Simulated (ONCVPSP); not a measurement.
Building the ONCV potential for carbon (PBE, scalar-relativistic).

- Element: carbon
- Generator: ONCVPSP 4.0.1
- Type: optimised norm-conserving Vanderbilt (ONCV)
- Functional: PBE
- Relativity: scalar-relativistic
- Frozen core: [He]
- Valence charge: 4
- Reference configuration: 2s1.5 2p2.5
- Partial waves: 2s: rc 1.35 bohr, ncon 4, nbas 7, qcut 3.9 1/bohr, local; 2p: rc 2.60 bohr, ncon 4, nbas 8, qcut 4.2 1/bohr, 2 projectors, debl 3 Ha
- Local potential: the s channel
- Core correction: Teter function, fcfact 4, rcfact 1.25

All-electron outer shells of the reference configuration (PBE, scalar-relativistic, ld1.x):

```csv
shell,level (eV),outermost node (bohr),outermost maximum (bohr)
1s,-273.88,–,0.17
2s,-13.98,0.38,1.22
2p,-5.51,–,1.20
```

Problem. Estimate the cutoffs (Ha) at which the residual kinetic energy of the hardest occupied pseudo-wave falls to 1 and 0.1 mHa per electron.

Solution. 50 Ha and 66 Ha.

Problem. Does the potential have ghost states?

Solution. No bound ghost flagged; no localised positive-energy state flagged.

Problem. Which valence shell sets the plane-wave cutoff?

Solution. 2s: 50 Ha for 1 mHa per electron, against 7 Ha for 2p.

Problem. Tests: 2s2 2p2; 2s2 2p1; 2s2 2p0; 2s0 2p4. Which has the largest error in its energy relative to the reference configuration, and how large is it?

Solution. 2s2 2p0, with +1371 meV (all-electron minus pseudo) on +30.78 eV.
